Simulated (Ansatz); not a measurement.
Born–Oppenheimer molecular dynamics of a periodic cell of 17 atoms, Ba16B (host Ba, host structure bcc, interstitial B). It starts from a relaxed structure.

Computed with DFT PBE, scalar-relativistic, plane waves, PAW in Ansatz 0.2.0. Settings: accuracy low, cutoff 420 eV, k mesh 2x2x2, fermi-dirac smearing 0.15 eV, no spin polarisation.

| Quantity | Value |
| --- | --- |
| ensemble | NVT, Nosé–Hoover chain |
| time step | 1 fs |
| steps asked | 160 |
| set temperature | 1200 K |
| thermostat | time constant 100 fs, chain length 3 |
| seed | 122052 |

Frames 2 fs apart, positions in Å, forces in eV/Å.

Velocities at 80 fs (Å/ps):

```
Ba -1.04 0.47 1.51
Ba -0.92 -0.71 -0.73
Ba -1.68 -4.05 -3.10
Ba 3.62 -2.44 -2.18
Ba 1.73 1.71 3.56
Ba 1.79 -0.44 -0.34
Ba -1.75 0.55 0.13
Ba 1.60 3.20 -0.47
Ba -1.45 4.85 -0.56
Ba 1.01 -3.06 -1.01
Ba -1.69 1.30 0.83
Ba -1.09 -1.54 2.68
Ba -2.63 -2.28 -1.87
Ba 0.41 -1.43 -2.05
Ba -0.35 3.58 0.79
Ba 1.94 0.23 2.58
B 6.09 0.65 2.84
```

```xyz
17
Lattice="10.0400 0.0000 0.0000 0.0000 10.0400 0.0000 0.0000 0.0000 10.0400" Properties=species:S:1:pos:R:3:forces:R:3 time_fs=80 energy_less_start_eV=1.182 T=687
Ba -0.443 0.016 -0.177 0.14 0.10 0.13
Ba 5.172 -0.106 -0.031 0.21 0.30 0.18
Ba -0.014 4.637 -0.463 0.43 0.42 0.29
Ba 0.025 -0.240 5.138 -0.54 0.32 -0.08
Ba 2.505 2.463 2.867 -0.34 -0.09 -0.51
Ba 5.030 5.011 0.229 -0.43 -0.21 -0.31
Ba 5.062 0.060 4.987 0.34 -0.13 -0.34
Ba 7.864 3.052 2.427 -0.13 -0.58 0.29
Ba 0.048 5.444 5.127 0.18 -0.34 0.15
Ba 2.406 7.473 2.470 -0.03 0.05 -0.24
Ba 2.670 2.371 7.594 0.01 0.00 -0.01
Ba 4.698 4.817 4.997 0.26 0.53 0.13
Ba 7.483 7.076 2.322 0.19 0.46 0.27
Ba 7.383 2.623 7.391 -0.09 -0.28 -0.13
Ba 2.744 8.136 7.576 0.12 -0.64 0.09
Ba 7.538 7.357 7.790 -0.42 0.27 -0.38
B 6.358 -0.033 7.387 0.10 -0.19 0.46
17
Lattice="10.0400 0.0000 0.0000 0.0000 10.0400 0.0000 0.0000 0.0000 10.0400" Properties=species:S:1:pos:R:3:forces:R:3 time_fs=82 energy_less_start_eV=1.220 T=673
Ba -0.445 0.017 -0.174 0.14 0.10 0.13
Ba 5.170 -0.107 -0.033 0.21 0.31 0.19
Ba -0.018 4.629 -0.469 0.43 0.43 0.29
Ba 0.032 -0.245 5.134 -0.54 0.33 -0.08
Ba 2.508 2.467 2.874 -0.35 -0.09 -0.52
Ba 5.034 5.010 0.229 -0.44 -0.21 -0.32
Ba 5.058 0.061 4.987 0.37 -0.14 -0.31
Ba 7.867 3.059 2.427 -0.13 -0.59 0.30
Ba 0.045 5.454 5.125 0.18 -0.35 0.16
Ba 2.408 7.467 2.468 -0.03 0.05 -0.24
Ba 2.667 2.373 7.596 0.01 0.00 -0.01
Ba 4.696 4.814 5.002 0.26 0.54 0.13
Ba 7.477 7.072 2.318 0.20 0.47 0.28
Ba 7.384 2.620 7.387 -0.09 -0.27 -0.13
Ba 2.743 8.143 7.577 0.12 -0.65 0.09
Ba 7.542 7.358 7.795 -0.42 0.27 -0.38
B 6.371 -0.033 7.393 0.08 -0.20 0.43
17
Lattice="10.0400 0.0000 0.0000 0.0000 10.0400 0.0000 0.0000 0.0000 10.0400" Properties=species:S:1:pos:R:3:forces:R:3 time_fs=84 energy_less_start_eV=1.256 T=661
Ba -0.447 0.018 -0.171 0.13 0.10 0.12
Ba 5.168 -0.108 -0.034 0.22 0.31 0.20
Ba -0.021 4.621 -0.475 0.43 0.44 0.29
Ba 0.039 -0.250 5.129 -0.55 0.34 -0.08
Ba 2.512 2.470 2.881 -0.35 -0.09 -0.53
Ba 5.037 5.009 0.228 -0.45 -0.22 -0.32
Ba 5.055 0.062 4.987 0.40 -0.14 -0.28
Ba 7.870 3.065 2.426 -0.13 -0.60 0.30
Ba 0.042 5.464 5.124 0.18 -0.35 0.16
Ba 2.410 7.461 2.466 -0.03 0.05 -0.25
Ba 2.663 2.376 7.597 0.01 0.00 -0.01
Ba 4.694 4.811 5.008 0.27 0.55 0.13
Ba 7.472 7.067 2.314 0.20 0.48 0.29
Ba 7.384 2.617 7.383 -0.08 -0.26 -0.13
Ba 2.742 8.150 7.579 0.12 -0.67 0.09
Ba 7.545 7.358 7.800 -0.42 0.27 -0.38
B 6.383 -0.032 7.401 0.05 -0.21 0.39
17
Lattice="10.0400 0.0000 0.0000 0.0000 10.0400 0.0000 0.0000 0.0000 10.0400" Properties=species:S:1:pos:R:3:forces:R:3 time_fs=86 energy_less_start_eV=1.292 T=648
Ba -0.449 0.019 -0.168 0.13 0.10 0.12
Ba 5.167 -0.110 -0.035 0.22 0.32 0.21
Ba -0.024 4.613 -0.481 0.43 0.45 0.30
Ba 0.046 -0.255 5.125 -0.56 0.35 -0.08
Ba 2.515 2.474 2.888 -0.36 -0.09 -0.54
Ba 5.040 5.008 0.227 -0.45 -0.22 -0.33
Ba 5.051 0.063 4.987 0.42 -0.15 -0.24
Ba 7.873 3.071 2.425 -0.13 -0.60 0.31
Ba 0.039 5.473 5.123 0.18 -0.36 0.17
Ba 2.412 7.455 2.464 -0.03 0.05 -0.25
Ba 2.660 2.379 7.599 0.01 -0.01 -0.01
Ba 4.692 4.809 5.013 0.27 0.56 0.13
Ba 7.467 7.063 2.311 0.21 0.49 0.29
Ba 7.385 2.614 7.379 -0.07 -0.25 -0.13
Ba 2.741 8.157 7.581 0.12 -0.68 0.09
Ba 7.549 7.359 7.805 -0.41 0.26 -0.39
B 6.396 -0.033 7.411 0.03 -0.21 0.35
17
Lattice="10.0400 0.0000 0.0000 0.0000 10.0400 0.0000 0.0000 0.0000 10.0400" Properties=species:S:1:pos:R:3:forces:R:3 time_fs=88 energy_less_start_eV=1.328 T=636
Ba -0.451 0.020 -0.165 0.12 0.10 0.12
Ba 5.165 -0.111 -0.037 0.22 0.32 0.22
Ba -0.027 4.605 -0.487 0.43 0.46 0.30
Ba 0.053 -0.259 5.120 -0.56 0.35 -0.08
Ba 2.518 2.477 2.894 -0.37 -0.09 -0.55
Ba 5.044 5.007 0.226 -0.46 -0.23 -0.34
Ba 5.048 0.064 4.987 0.45 -0.15 -0.20
Ba 7.877 3.077 2.424 -0.13 -0.61 0.32
Ba 0.036 5.483 5.122 0.18 -0.37 0.17
Ba 2.414 7.449 2.461 -0.03 0.05 -0.25
Ba 2.656 2.381 7.601 0.01 -0.01 -0.02
Ba 4.690 4.806 5.019 0.28 0.57 0.13
Ba 7.462 7.059 2.307 0.21 0.49 0.30
Ba 7.386 2.611 7.375 -0.07 -0.24 -0.13
Ba 2.741 8.163 7.582 0.11 -0.69 0.09
Ba 7.553 7.360 7.810 -0.41 0.25 -0.39
B 6.409 -0.034 7.421 0.01 -0.22 0.30
17
Lattice="10.0400 0.0000 0.0000 0.0000 10.0400 0.0000 0.0000 0.0000 10.0400" Properties=species:S:1:pos:R:3:forces:R:3 time_fs=90 energy_less_start_eV=1.364 T=624
Ba -0.453 0.021 -0.161 0.12 0.10 0.11
Ba 5.163 -0.112 -0.038 0.22 0.33 0.23
Ba -0.030 4.598 -0.493 0.43 0.47 0.30
Ba 0.059 -0.264 5.116 -0.57 0.36 -0.08
Ba 2.521 2.480 2.901 -0.37 -0.09 -0.56
Ba 5.047 5.006 0.225 -0.46 -0.24 -0.34
Ba 5.045 0.065 4.987 0.48 -0.16 -0.16
Ba 7.880 3.083 2.424 -0.14 -0.62 0.32
Ba 0.034 5.492 5.121 0.19 -0.38 0.17
Ba 2.416 7.442 2.459 -0.03 0.05 -0.25
Ba 2.653 2.384 7.602 0.01 -0.01 -0.02
Ba 4.688 4.803 5.024 0.28 0.58 0.13
Ba 7.457 7.055 2.304 0.21 0.50 0.31
Ba 7.387 2.608 7.370 -0.06 -0.23 -0.13
Ba 2.740 8.170 7.584 0.11 -0.70 0.09
Ba 7.556 7.361 7.815 -0.41 0.24 -0.39
B 6.423 -0.036 7.433 -0.01 -0.21 0.25
17
Lattice="10.0400 0.0000 0.0000 0.0000 10.0400 0.0000 0.0000 0.0000 10.0400" Properties=species:S:1:pos:R:3:forces:R:3 time_fs=92 energy_less_start_eV=1.399 T=613
Ba -0.455 0.022 -0.158 0.11 0.10 0.11
Ba 5.162 -0.113 -0.039 0.22 0.33 0.25
Ba -0.032 4.590 -0.499 0.43 0.48 0.31
Ba 0.066 -0.268 5.111 -0.57 0.37 -0.08
Ba 2.524 2.484 2.907 -0.38 -0.09 -0.56
Ba 5.050 5.005 0.224 -0.47 -0.24 -0.35
Ba 5.042 0.066 4.987 0.51 -0.16 -0.13
Ba 7.883 3.088 2.423 -0.14 -0.62 0.33
Ba 0.031 5.502 5.120 0.19 -0.39 0.18
Ba 2.418 7.436 2.457 -0.03 0.05 -0.26
Ba 2.650 2.387 7.604 0.01 -0.01 -0.02
Ba 4.686 4.801 5.030 0.28 0.59 0.13
Ba 7.452 7.051 2.301 0.22 0.51 0.31
Ba 7.387 2.605 7.366 -0.06 -0.22 -0.13
Ba 2.740 8.176 7.586 0.11 -0.71 0.10
Ba 7.559 7.362 7.819 -0.40 0.23 -0.39
B 6.436 -0.039 7.446 -0.03 -0.21 0.20
17
Lattice="10.0400 0.0000 0.0000 0.0000 10.0400 0.0000 0.0000 0.0000 10.0400" Properties=species:S:1:pos:R:3:forces:R:3 time_fs=94 energy_less_start_eV=1.435 T=602
Ba -0.457 0.023 -0.155 0.11 0.10 0.10
Ba 5.160 -0.114 -0.040 0.22 0.33 0.27
Ba -0.035 4.583 -0.505 0.43 0.49 0.31
Ba 0.072 -0.273 5.107 -0.58 0.37 -0.08
Ba 2.527 2.487 2.914 -0.39 -0.08 -0.57
Ba 5.053 5.003 0.222 -0.47 -0.25 -0.35
Ba 5.040 0.067 4.987 0.54 -0.17 -0.09
Ba 7.886 3.094 2.423 -0.14 -0.63 0.33
Ba 0.029 5.511 5.120 0.19 -0.39 0.18
Ba 2.420 7.430 2.454 -0.03 0.05 -0.26
Ba 2.646 2.389 7.606 0.02 -0.01 -0.03
Ba 4.685 4.799 5.036 0.29 0.59 0.13
Ba 7.447 7.047 2.297 0.22 0.52 0.32
Ba 7.388 2.601 7.362 -0.05 -0.22 -0.13
Ba 2.739 8.182 7.588 0.10 -0.72 0.10
Ba 7.563 7.362 7.824 -0.40 0.22 -0.39
B 6.449 -0.043 7.460 -0.05 -0.20 0.15
17
Lattice="10.0400 0.0000 0.0000 0.0000 10.0400 0.0000 0.0000 0.0000 10.0400" Properties=species:S:1:pos:R:3:forces:R:3 time_fs=96 energy_less_start_eV=1.470 T=591
Ba -0.459 0.025 -0.151 0.10 0.10 0.10
Ba 5.159 -0.114 -0.041 0.22 0.34 0.28
Ba -0.037 4.575 -0.511 0.43 0.50 0.31
Ba 0.079 -0.277 5.102 -0.58 0.38 -0.07
Ba 2.530 2.490 2.920 -0.39 -0.08 -0.58
Ba 5.055 5.002 0.221 -0.48 -0.25 -0.36
Ba 5.037 0.067 4.986 0.56 -0.18 -0.06
Ba 7.889 3.099 2.423 -0.14 -0.63 0.34
Ba 0.026 5.520 5.119 0.19 -0.40 0.18
Ba 2.422 7.424 2.451 -0.03 0.05 -0.26
Ba 2.643 2.392 7.607 0.02 -0.02 -0.03
Ba 4.683 4.797 5.041 0.29 0.60 0.13
Ba 7.442 7.043 2.294 0.22 0.52 0.32
Ba 7.389 2.598 7.357 -0.05 -0.21 -0.12
Ba 2.739 8.188 7.590 0.10 -0.73 0.10
Ba 7.566 7.364 7.828 -0.39 0.21 -0.39
B 6.462 -0.047 7.474 -0.07 -0.19 0.11
17
Lattice="10.0400 0.0000 0.0000 0.0000 10.0400 0.0000 0.0000 0.0000 10.0400" Properties=species:S:1:pos:R:3:forces:R:3 time_fs=98 energy_less_start_eV=1.506 T=580
Ba -0.461 0.026 -0.148 0.09 0.10 0.09
Ba 5.157 -0.115 -0.042 0.21 0.34 0.30
Ba -0.040 4.568 -0.517 0.43 0.51 0.32
Ba 0.085 -0.281 5.097 -0.58 0.39 -0.07
Ba 2.533 2.494 2.926 -0.40 -0.08 -0.58
Ba 5.058 5.000 0.220 -0.48 -0.26 -0.36
Ba 5.034 0.068 4.986 0.59 -0.18 -0.02
Ba 7.892 3.104 2.422 -0.14 -0.64 0.34
Ba 0.023 5.529 5.118 0.19 -0.41 0.19
Ba 2.424 7.418 2.449 -0.04 0.05 -0.26
Ba 2.639 2.395 7.609 0.02 -0.02 -0.03
Ba 4.681 4.795 5.047 0.30 0.61 0.13
Ba 7.437 7.040 2.291 0.23 0.53 0.33
Ba 7.389 2.594 7.353 -0.05 -0.21 -0.12
Ba 2.739 8.194 7.591 0.10 -0.73 0.10
Ba 7.569 7.364 7.833 -0.38 0.19 -0.39
B 6.475 -0.052 7.489 -0.09 -0.18 0.06
17
Lattice="10.0400 0.0000 0.0000 0.0000 10.0400 0.0000 0.0000 0.0000 10.0400" Properties=species:S:1:pos:R:3:forces:R:3 time_fs=100 energy_less_start_eV=1.542 T=569
Ba -0.462 0.027 -0.144 0.09 0.10 0.09
Ba 5.156 -0.116 -0.043 0.21 0.34 0.32
Ba -0.042 4.561 -0.522 0.43 0.52 0.32
Ba 0.091 -0.285 5.093 -0.59 0.39 -0.07
Ba 2.535 2.497 2.932 -0.40 -0.08 -0.59
Ba 5.060 4.999 0.218 -0.48 -0.26 -0.37
Ba 5.032 0.069 4.986 0.61 -0.19 0.01
Ba 7.895 3.109 2.422 -0.14 -0.64 0.35
Ba 0.021 5.538 5.117 0.19 -0.42 0.19
Ba 2.426 7.411 2.446 -0.04 0.05 -0.26
Ba 2.636 2.397 7.611 0.02 -0.02 -0.04
Ba 4.680 4.794 5.053 0.30 0.62 0.13
Ba 7.432 7.037 2.288 0.23 0.54 0.33
Ba 7.390 2.591 7.348 -0.04 -0.21 -0.12
Ba 2.738 8.199 7.593 0.10 -0.74 0.10
Ba 7.572 7.366 7.837 -0.37 0.17 -0.39
B 6.487 -0.058 7.504 -0.10 -0.16 0.01
17
Lattice="10.0400 0.0000 0.0000 0.0000 10.0400 0.0000 0.0000 0.0000 10.0400" Properties=species:S:1:pos:R:3:forces:R:3 time_fs=102 energy_less_start_eV=1.578 T=559
Ba -0.464 0.028 -0.141 0.08 0.10 0.08
Ba 5.155 -0.116 -0.044 0.21 0.34 0.34
Ba -0.044 4.554 -0.528 0.43 0.53 0.32
Ba 0.097 -0.289 5.088 -0.59 0.40 -0.07
Ba 2.538 2.500 2.938 -0.41 -0.08 -0.60
Ba 5.063 4.997 0.216 -0.49 -0.27 -0.37
Ba 5.030 0.070 4.986 0.63 -0.20 0.03
Ba 7.898 3.114 2.422 -0.14 -0.64 0.35
Ba 0.018 5.547 5.117 0.19 -0.43 0.19
Ba 2.428 7.405 2.443 -0.04 0.05 -0.26
Ba 2.632 2.400 7.612 0.02 -0.02 -0.04
Ba 4.678 4.792 5.059 0.30 0.63 0.13
Ba 7.427 7.033 2.285 0.23 0.54 0.34
Ba 7.391 2.587 7.343 -0.04 -0.21 -0.12
Ba 2.738 8.205 7.595 0.09 -0.75 0.09
Ba 7.575 7.367 7.841 -0.36 0.15 -0.39
B 6.500 -0.064 7.519 -0.11 -0.14 -0.03
```

Of the whole run (160 fs, mean temperature of the second half 526 K): The conserved energy stayed within 0.0055 meV per atom of its start (net change 0.0041 meV per atom), so the integration is sound. The mean temperature of the second half is 56 % below the set value. A run of 0.16 ps of so small a system gives no equilibrium averages. Limits of this set-up: coarse k mesh, odd electron count without spin, a small cell, in which the defect meets its images, low accuracy level.

Run time: 17 min on 4 threads of Intel(R) Xeon(R) Platinum 8488C (Sapphire Rapids) (shared host), peak memory 3.8 GiB.
